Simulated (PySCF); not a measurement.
C2H10OSi3, SMILES [SiH2]([SiH3])[SiH2]CC=O.

Geometry: B3LYP-D3(BJ)/def2-SVP. The structure was generated by enumeration, and PubChem lists no compound with its InChIKey, so it may never have been made. Other conformers were not sampled.

Two levels are set side by side: TDA-PBE/def2-SVPD (PySCF) and TDA-M06-2X/def2-SVPD (PySCF). Vertical, same geometry. The lowest singlet is HOMO→LUMO 99 % with PBE and HOMO→LUMO 52 %, HOMO−1→LUMO 24 % with the other functional; states are paired by order. Differences are taken from unrounded values.

```
quantity                              TDA-PBE
------------------------------------  -------
lowest singlet excitation (eV)           4.04
lowest triplet excitation (TDA) (eV)     3.45
```

**Question.** These are the TDA-PBE values. What does TDA-M06-2X give? (An estimate is asked for; the answer gives what the named calculation found.)

**Answer.** 
| quantity | TDA-M06-2X | TDA-PBE minus TDA-M06-2X |
|---|---|---|
| lowest singlet excitation (eV) | 4.09 | -0.05 |
| lowest triplet excitation (TDA) (eV) | 3.60 | -0.15 |

Rough cost on one machine, each run with all the roots and properties that it gave: TDA-M06-2X against TDA-PBE about 10 times.
